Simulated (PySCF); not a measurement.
A survey of ³³S NMR shifts

Rapidly exchanging positions averaged, non-relativistic, gas phase, a single conformation. σ from GIAO-PBE0/pcSseg-1; geometry: GFN2-xTB; PySCF 2.14.0 with density-fitted response routines.

Shieldings were converted by a linear fit to measured shifts: ³³S: δ = 158.28 − 0.937σ (rms 33.3 ppm, 20 shifts vs sulfate, solution or neat liquid). A few per cent of atoms miss by over 2 rms, more outside the fitted compound classes.

Q: Give the ³³S shifts of `COc1csc(S(=O)(=O)Cl)c1`, `N#CSc1ccco1`, `CCc1csc(Cl)p1`, `N#CSc1ccoc1`.

A: 
```
                                                                compound               environment  δ (ppm)
[CH3:1][O:2][c:3]1[cH:4][s:5][c:6]([S:7](=[O:8])(=[O:9])[Cl:10])[cH:11]1       S7: sulfonyl sulfur      -25
[CH3:1][O:2][c:3]1[cH:4][s:5][c:6]([S:7](=[O:8])(=[O:9])[Cl:10])[cH:11]1  S5: aromatic ring sulfur     -128
                                                             N#CSc1ccco1            sulfide sulfur     -336
                                                           CCc1csc(Cl)p1      aromatic ring sulfur        9
                                                             N#CSc1ccoc1            sulfide sulfur     -344
```

Q: Order these by ³³S shift, lowest first.
A. CSC/P=C\[SiH3]
B. CS[SiH2][Si@H]([SiH2][SiH3])C(=O)O
C. C=C/C=C\C(=C)S(=O)(=O)O
D. CSC(F)(F)[Si@H]1C[SiH2][SiH2]1

A: B (-513 ppm, sulfur bonded to C, Si), A (-324 ppm, sulfide sulfur), D (-263 ppm, sulfide sulfur), C (-20 ppm, sulfonyl sulfur).
